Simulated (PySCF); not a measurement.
Ga(OMe)(PH2)2 (CH7GaOP2), SMILES C[O][Ga]([PH2])[PH2]. Geometry optimised at PBE-D3(BJ)/def2-SVP. The values are those of a single conformer.

**Question.** Give the equilibrium geometry at PBE-D3(BJ)/def2-SVP (PySCF confirms it by a frequency run) as bond lengths and angles. (An estimate is asked for; the answer gives what the named calculation found.)

**Answer.** Several could match; the one computed here: 
Atoms: Ga1 O2 C3 H4 H5 H6 P7 H8 H9 P10 H11 H12. Bonds (Å): Ga1–O2 1.812, Ga1–P7 2.333, Ga1–P10 2.350, O2–C3 1.408, C3–H4 1.118, C3–H5 1.114, C3–H6 1.115, P7–H8 1.441, P7–H9 1.442, P10–H11 1.441, P10–H12 1.443. Angles (°): O2–Ga1–P7 112.0, O2–Ga1–P10 116.8, P7–Ga1–P10 130.6, Ga1–O2–C3 124.7, O2–C3–H4 113.9, O2–C3–H5 110.2, O2–C3–H6 110.8, H4–C3–H5 107.0, H4–C3–H6 107.3, H5–C3–H6 107.3, Ga1–P7–H8 91.2, Ga1–P7–H9 92.3, H8–P7–H9 93.4, Ga1–P10–H11 91.4, Ga1–P10–H12 91.3, H11–P10–H12 93.0.
